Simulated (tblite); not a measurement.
Species: C₇H₁₃FN (charge +1).
SMILES with atom numbers: `[CH3:1][N+:2]([CH3:3])([CH3:4])/[CH:5]=[CH:6]/[CH:7]=[CH:8]/[F:9]` (hydrogens: H10, H11, H12 on C1; H13, H14, H15 on C3; H16, H17, H18 on C4; H19 on C5; H20 on C6; H21 on C7; H22 on C8)

Structure used (GFN2-xTB), in Å, numbered top down from 1:
```
atom  x, y, z in Å
C1    -1.9213    1.0034    0.5150
N2    -1.0183    0.2482   -0.3797
C3    -1.4056   -1.1726   -0.3624
C4    -1.1427    0.7667   -1.7588
C5     0.3559    0.4739    0.0688
C6     1.2305   -0.4486    0.4669
C7     2.5587   -0.0995    0.8939
C8     3.4398   -1.0208    1.2866
F9     4.6547   -0.6873    1.6764
H10   -1.8148    0.6435    1.5373
H11   -1.6766    2.0639    0.4925
H12   -2.9554    0.8764    0.1990
H13   -1.3334   -1.5707    0.6480
H14   -2.4349   -1.2734   -0.7023
H15   -0.7634   -1.7477   -1.0266
H16   -0.8930    1.8259   -1.7885
H17   -0.4622    0.2305   -2.4184
H18   -2.1624    0.6372   -2.1180
H19    0.6260    1.5191    0.0554
H20    0.9945   -1.5018    0.4931
H21    2.8462    0.9413    0.8941
H22    3.2673   -2.0889    1.3266
```

Calculated harmonic vibrations of the isolated species, GFN2-xTB (tblite), most abundant isotopes, no scaling. Errors from tens to a few hundred cm⁻¹ against measured bands are possible. One conformer, not necessarily the lowest.

Harmonic wavenumbers (cm⁻¹): 49.4, 94.5, 108.3, 164.2, 206.6, 256.2, 281.3, 293.0, 298.0, 339.9, 371.6, 382.4, 461.6, 490.4, 507.1, 594.0, 748.0, 778.3, 809.4, 951.7, 959.6, 986.1, 1002.8, 1010.7, 1019.4, 1077.4, 1080.8, 1132.9, 1180.3, 1200.7, 1222.1, 1225.2, 1252.7, 1262.4, 1294.0, 1308.6, 1406.6, 1409.5, 1429.4, 1439.5, 1451.3, 1456.4, 1462.8, 1467.0, 1480.5, 1657.5, 1664.6, 3038.8, 3039.0, 3042.0, 3044.1, 3045.3, 3045.9, 3047.9, 3051.3, 3052.1, 3061.5, 3087.6, 3096.5, 3107.6.

A = 4373, B = 575.2, C = 567.0 MHz; mass 130.103 u (most abundant isotopes); point group Cs, symmetry number 1.

Question: What is the zero-point energy?

Answer: ½Σν̃ = 41243 cm⁻¹ = 493.38 kJ/mol.

Question: What is S at 273.15 K and 1 bar for an ideal gas of classical rigid rotors and harmonic oscillators?

Answer: Translation 167.75, rotation 123.59, vibration 114.28: S = 405.6 J/(mol K).

Question: And Cp and H(273.15 K) − H(0)?

Answer: Cp = 161.92 J/(mol K), of which vibrations give 128.66 (their classical limit is 60 R = 498.9); H(273.15 K) − H(0) = 26.43 kJ/mol without the zero-point energy, 17.35 from vibrations.

Question: Blend soft modes into free rotors: weight 1/[1 + (100 cm⁻¹/ν̃)⁴] for the oscillator and the rest for a rotor with moment μB/(μ + B), μ = h/(8π²ν), B = 10⁻⁴⁴ kg m². What vibrational entropy results?

Answer: 107.58 J/(mol K) in place of 114.28, which changes −T·S at 273.15 K by +1.83 kJ/mol.

Question: What must be added to the electronic energy to get the Gibbs energy at 273.15 K and 1 bar?

Answer: ZPE + [H(273.15 K) − H(0)] − T·S = 493.38 + 26.43 − 110.80 = 409.01 kJ/mol.

Hindered rotation and anharmonicity are outside this model. Other conformers, if any are populated, would add a mixing term that is left out.

On one thread, Arm Neoverse V2 (aarch64), shared host with 96 logical CPUs at a one-minute load of 52, this took 0.72 s wall. The figure is for the frequency step alone.
